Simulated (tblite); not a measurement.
Species: C₃H₁₂O₃SSi₂.
Z-matrix (Å and degrees, GFN2-xTB geometry), rows numbered from 1:
```
C 
C   1  1.5105
Si  2  1.9311  1  116.51
Si  3  2.3154  2  113.30  1    72.46
O   4  1.6124  3  112.58  2   -11.70
S   2  1.7867  1  110.10  3   116.33
C   6  1.8217  2  108.02  1    85.33
O   6  1.4503  2  110.46  1   -31.16
O   6  1.4418  2  107.80  1  -158.26
H   1  1.0881  2  110.19  3    60.34
H   1  1.0874  2  109.87  3   -59.28
H   1  1.0903  2  111.72  3  -179.12
H   2  1.0883  1  111.31  3  -128.90
H   3  1.4815  2   99.19  1   -52.70
H   3  1.4678  2  103.32  1  -159.02
H   4  1.4674  3  110.35  2   113.53
H   4  1.4657  3  111.39  2  -124.88
H   5  0.9694  4  120.73  3    42.27
H   7  1.0825  6  108.29  2   -58.08
H   7  1.0827  6  107.26  2  -177.26
H   7  1.0823  6  108.38  2    63.28
```

Computed with GFN2-xTB (tblite): harmonic, unscaled wavenumbers at the GFN2-xTB geometry, gas phase. The method is semi-empirical: single wavenumbers can be off by several per cent or more. Modes of hydrogen on silicon can be 10 to 20 % off. One conformer, not necessarily the lowest.

Harmonic wavenumbers (cm⁻¹): 43.4, 50.8, 73.8, 117.1, 131.9, 150.1, 165.4, 194.2, 207.8, 226.4, 292.3, 306.7, 358.0, 393.7, 433.5, 452.3, 460.2, 484.5, 586.1, 598.3, 613.5, 657.1, 677.4, 699.0, 736.5, 756.4, 791.7, 828.2, 846.7, 848.0, 936.4, 956.5, 981.3, 1023.8, 1094.3, 1113.0, 1129.5, 1208.8, 1256.4, 1265.9, 1411.9, 1421.7, 1436.5, 1487.9, 1496.8, 2114.9, 2202.2, 2227.6, 2232.5, 2969.0, 2998.1, 3028.2, 3045.4, 3061.7, 3079.4, 3082.7, 3325.4.

A = 1481, B = 797.6, C = 719.7 MHz; mass 184.005 u (most abundant isotopes); point group C1, symmetry number 1.

Problem. Zero-point energy?

Solution. Half the sum of the wavenumbers: 32384 cm⁻¹ = 387.40 kJ/mol.

Problem. Give the ideal-gas entropy at 298.15 K and 1 bar in the rigid-rotor, harmonic-oscillator model (classical rotation).

Solution. Translation 173.89, rotation 126.84, vibration 183.09: S = 483.8 J/(mol K).

Problem. And Cp and H(298.15 K) − H(0)?

Solution. Cp = 216.87 J/(mol K), of which vibrations give 183.61 (their classical limit is 57 R = 473.9); H(298.15 K) − H(0) = 38.58 kJ/mol without the zero-point energy, 28.66 from vibrations.

Problem. What must be added to the electronic energy to get the Gibbs energy at 298.15 K and 1 bar?

Solution. ZPE + [H(298.15 K) − H(0)] − T·S = 387.40 + 38.58 − 144.25 = 281.73 kJ/mol.

Problem. How do the functions run with temperature in this model?

Solution. 
```
T (K)  S (J/(mol K))  Cp (J/(mol K))  H − H(0) (kJ/mol)  G − H(0) (kJ/mol)  ln q(vib)
  100          318.6           102.1               6.56             -25.30       2.63
  200          408.4           163.1              19.86             -61.82       6.60
  300          485.2           217.8              38.98            -106.57      10.53
  500          616.9           298.6              91.25            -217.21      18.01
  800          774.3           369.9             192.55            -426.90      28.06
 1000          860.3           400.4             269.75            -590.56      34.02
```

q(vib) and H(0) count from the zero-point level.

Problem. Blend soft modes into free rotors: weight 1/[1 + (100 cm⁻¹/ν̃)⁴] for the oscillator and the rest for a rotor with moment μB/(μ + B), μ = h/(8π²ν), B = 10⁻⁴⁴ kg m². What vibrational entropy results?

Solution. 168.47 J/(mol K) in place of 183.09, which changes −T·S at 298.15 K by +4.36 kJ/mol.

Problem. Which modes carry the vibrational entropy at 298.15 K?

Solution. 43.4 cm⁻¹: 21.33; 50.8 cm⁻¹: 20.02; 73.8 cm⁻¹: 16.94; 117.1 cm⁻¹: 13.17; 131.9 cm⁻¹: 12.21; 150.1 cm⁻¹: 11.18 J/(mol K); the other 51 give 88.24 together.

Hindered rotation and anharmonicity are outside this model. Other conformers, if any are populated, would add a mixing term that is left out. The structure is chiral; the term R ln 2 for an equal mix with its mirror image is left out.

On Arm Neoverse N1, one thread, on a shared host, this took 2.1 s. The figure is for the frequency step alone.
